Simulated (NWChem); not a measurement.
Isomers of C2H6OSi, each optimised at PBE0/def2-SVP with NWChem, gas phase unless a solvent is named. Flexible species stand in one conformer each, which need not be the lowest. Low-valent species are run as closed-shell singlets; no triplet was tried in these runs. Relative energies count from the lowest isomer at each level and are electronic, without zero-point energy, on those geometries.

A: C(=O)C[SiH3]
B: [SiH2]1CCO1
C: CO[Si]C
D: C=C[SiH2]O

Question: Which isomer is lowest, and do the levels agree? Levels: PBE0/def2-SVP; PBE/def2-SVP; B3LYP/def2-SVP; PBE0/def2-SVP; M06-2X/def2-SVP; BLYP/def2-SVP; CAM-B3LYP/def2-SVP.

Answer: All put D lowest.
| quantity | A | B | C | D |
|---|---|---|---|---|
| relative energy, PBE0/def2-SVP (kcal/mol) | 15.5 | 3.8 | 14.6 | 0.0 |
| relative energy, PBE/def2-SVP (kcal/mol) | 13.3 | 4.5 | 12.6 | 0.0 |
| relative energy, B3LYP/def2-SVP (kcal/mol) | 16.6 | 8.3 | 14.9 | 0.0 |
| relative energy, PBE0/def2-SVP (kcal/mol) | 15.5 | 3.8 | 14.6 | 0.0 |
| relative energy, M06-2X/def2-SVP (kcal/mol) | 19.8 | 6.7 | 15.5 | 0.0 |
| relative energy, BLYP/def2-SVP (kcal/mol) | 14.9 | 9.5 | 13.4 | 0.0 |
| relative energy, CAM-B3LYP/def2-SVP (kcal/mol) | 17.3 | 6.1 | 14.8 | 0.0 |
